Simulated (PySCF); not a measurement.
## Two-component Hartree-Fock for Sm (samarium, neutral)

Start: [Xe] 4f6 6s2; 4f5/2 filled at m_j = -5/2, -3/2, -1/2, +1/2, +3/2, +5/2. Calculated with PySCF 2.14 in x2c-TZVPall-2c (11s11p10d4f1g, 131 functions): generalised Hartree-Fock with the X2C-1e Hamiltonian and a Gaussian nucleus; one run each with spin-orbit coupling (SO) switched off, then screened by Boettger's factors.

```tsv
spinor shell	electrons	ε, spin-free (eV)	ε, screened SO (eV)	weight of nominal j (screened SO)	rms radius, screened SO (bohr)
1s1/2	2	-47065.5	-47057.6	1.000	0.0259
2s1/2	2	-7807.4	-7805.0	1.000	0.105
2p1/2	2	-6958.5	-7382.3	1.000	0.0900
2p3/2	4	-6958.5	-6775.1	1.000	0.0962
3s1/2	2	-1758.8	-1758.0	1.000	0.271
3p1/2	2	-1487.8	-1575.5	1.000	0.263
3p3/2	4	-1487.8	-1449.3	1.000	0.276
3d3/2	4	-1120.1	-1136.4	0.995	0.248
3d5/2	6	-1120.1	-1108.5	0.997	0.251
4s1/2	2	-370.75	-370.52	1.000	0.616
4p1/2	2	-279.05	-299.88	0.971	0.636
4p3/2	4	-279.05	-269.77	0.985	0.663
4d3/2	4	-147.22	-153.20	0.704	0.723
4d5/2	6	-147.22	-143.04	0.803	0.728
5s1/2	2	-53.339	-53.304	1.000	1.53
5p1/2	2	-28.934	-32.244	0.905	1.72
5p3/2	4	-28.934	-27.455	0.953	1.84
4f5/2	6	-13.562	-13.525	0.558	1.06
6s1/2	2	-4.853	-4.854	1.000	4.99
```

```csv
quantity,spin-free,screened SO
E (hartree),-10420.10853,-10426.06459
M_J,0,0
⟨J²⟩,6.020,5.508
⟨L²⟩,12.011,11.919
⟨S²⟩,12.010,11.910
```

The determinant has a definite M_J but mixes levels of different J.

Each row is a mean over spinors that exchange with the open shell spreads, by up to 15.705 eV (4d5/2).

Rows whose weight is well below 1 are mixtures of j = l ± 1/2: exchange outweighs spin-orbit coupling there, and the label is only the starting occupation.

Breit and QED terms are absent; they matter most for the inner s and p1/2 levels.

Densities and radii are taken from the X2C orbitals without a picture-change correction, which distorts them close to the nucleus.

Without spin-orbit coupling the j labels of p, d and f shells carry no meaning; the spin-free column gives the mean over the occupied spinors of each nl shell.
